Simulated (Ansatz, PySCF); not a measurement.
C₂H₉NSi₃, SMILES N#C[C@H]([SiH3])[SiH2][SiH3].

The structure is a stationary point at ωB97X-D3(BJ)/def2-SVP. The structure was generated by enumeration; whether it is a known compound was not checked. The values are those of a single conformer.

Vertical ionisation energy (IE) and electron affinity (EA) in eV. Rows of orbital energies are one-electron estimates. Where ΔSCF, EOM or ADC give a negative EA the extra electron is unbound and the value depends on the basis.

```json
[
 {"level": "−ε(HOMO), −ε(LUMO), r2SCAN/def2-TZVP (PySCF)", "IE": "7.45", "EA": "1.15"},
 {"level": "−ε(HOMO), −ε(LUMO), PBE/def2-TZVP (PySCF)", "IE": "7.20", "EA": "1.42"},
 {"level": "ΔSCF, CAM-B3LYP/def2-SVPD (Ansatz), final states of multiplicity 2 and 2", "IE": "10.25", "EA": "-1.03"},
 {"level": "ΔSCF, PBE/def2-SVPD (Ansatz), final states of multiplicity 2 and 2", "IE": "[?]", "EA": "[?]"}
]
```

Q: Fill in the missing entries. (An estimate is asked for; the answer gives what the named calculation found.)

A: 
- ΔSCF, PBE/def2-SVPD (Ansatz, a quantum-chemistry and plane-wave program), final states of multiplicity 2 and 2, IE: 9.68
- ΔSCF, PBE/def2-SVPD (Ansatz), final states of multiplicity 2 and 2, EA: -0.59

Q: What vertical singlet–triplet gap does ΔSCF give with CAM-B3LYP/def2-SVPD (Ansatz) and with PBE/def2-SVPD (Ansatz)? (An estimate is asked for; the answer gives what the named calculation found.)

A: 6.36 and 5.64 eV (triplet above singlet where positive).
